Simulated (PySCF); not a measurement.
A structure optimised at GFN2-xTB (Å):
```
atom  x, y, z in Å
C1    -0.8612    2.3541   -0.1046
C2    -0.2539    1.3141   -0.1169
C3     0.3772    0.0760   -0.1225
C4     1.6657   -0.1960   -0.2293
S5    -0.8038   -1.3236    0.0336
O6     0.0356   -2.5193    0.0162
O7    -1.4717   -1.0868    1.3092
O8    -1.6664   -1.1870   -1.1355
H9    -1.4172    3.2435   -0.0907
H10    1.9640   -1.2303   -0.2126
H11    2.4371    0.5579   -0.3328
```

Charge -1, singlet.

(1) Which heavy atoms are bonded, and with what formal order?

(2) Which species is it?

(3) What is the point group of this geometry?

(4) Classify the heavy atoms.

(5) What is the arrangement about C2?

(6) What is the arrangement about C3?

Answers

(1) C1–C2 1.20 Å (triple); C2–C3 1.39 Å (single); C3–C4 1.32 Å (double); C3–S5 1.84 Å (single); S5–O6 1.46 Å (double); S5–O7 1.46 Å (double); S5–O8 1.46 Å (single). Bonds to hydrogen (Å): C1–H9 1.05; C4–H10 1.08; C4–H11 1.08. The orders are those of one drawing; other resonance forms can be drawn.

(2) `C#CC(=C)S(=O)(=O)[O-]`, [C4H3O3S]-. Among its features: alkyne and C=C double bond.

(3) Cs (tolerance 0.08 Å).

(4) C1: terminal alkyne carbon; C2: alkyne carbon; C3: fully substituted alkene carbon; C4: terminal =CH2 carbon; S5: sulfonyl sulfur; O6/O7/O8: oxygen bonded to S.

(5) It has 2 neighbours (C1, C3) and is almost linear (angle 176.7°).

(6) It has 3 neighbours (C2, C4, S5) and is planar (angles 128.8°, 118.5° and 112.7°, sum 360.0°, 0.00 Å off the plane of its three neighbours).

All values are computed, not measured.
